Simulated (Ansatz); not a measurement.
Total energies of `F[SiH2]O[SiH](F)F`.

Z-matrix (Å, degrees):
```
Si
O 1 1.626
F 1 1.590 2 108.4
H 1 1.476 2 110.2 3 117.8
H 1 1.475 2 108.4 3 -117.1
Si 2 1.605 1 155.1 3 -80.7
F 6 1.581 2 109.8 1 -1.9
F 6 1.579 2 108.8 1 -118.9
H 6 1.463 2 111.7 1 120.1
```

Total charge 0; spin multiplicity 1. The geometry is a stationary point of PBE0-D4/def2-TZVP. It is one conformer, not always the lowest. Basis def2-TZVPP, Ansatz.

RPA on PBE orbitals: Hartree–Fock energy of these orbitals -953.23723 Eh, correlation -1.86918 Eh (frozen core).

```tsv
functional	energy without D4 (Eh)	D4 term (kJ/mol)
LDA (SPW92)	-951.27398	–
revPBE	-955.76883	-56.9
BLYP	-956.00131	-42.4
B97M-V	-955.76408	–
r2SCANh	-955.81241	-5.1
r2SCAN0	-955.77926	-5.6
BHLYP	-955.91449	-24.8
LC-ωPBE	-955.65431	–
ωB97X-V	-955.82484	–
ωB97M-V	-955.91566	–
```

Task: Give the same for PBE, r2SCAN, PBE0, B3LYP, HSE06 (plane-wave form), CAM-B3LYP, B2PLYP, PBE-QIDH. (An estimate is asked.)

Result: Computed: 
```
             functional  energy without D4 (Eh)  D4 term (kJ/mol)
                    PBE              -955.36598             -19.4
                 r2SCAN              -955.83553              -4.7
                   PBE0              -955.42740             -16.4
                  B3LYP              -956.08671             -31.4
HSE06 (plane-wave form)              -955.39909             -15.4
              CAM-B3LYP              -955.97887             -16.8
                 B2PLYP              -955.61015                 –
               PBE-QIDH              -955.22744                 –
```

B3LYP takes the VWN-RPA correlation (the form of Gaussian; ORCA's B3LYP/G). HSE06 is the plane-wave form, built on full-range PBE exchange. The double hybrids freeze the cores in their second-order part.

LC-ωPBE has ω = 0.4 bohr⁻¹.
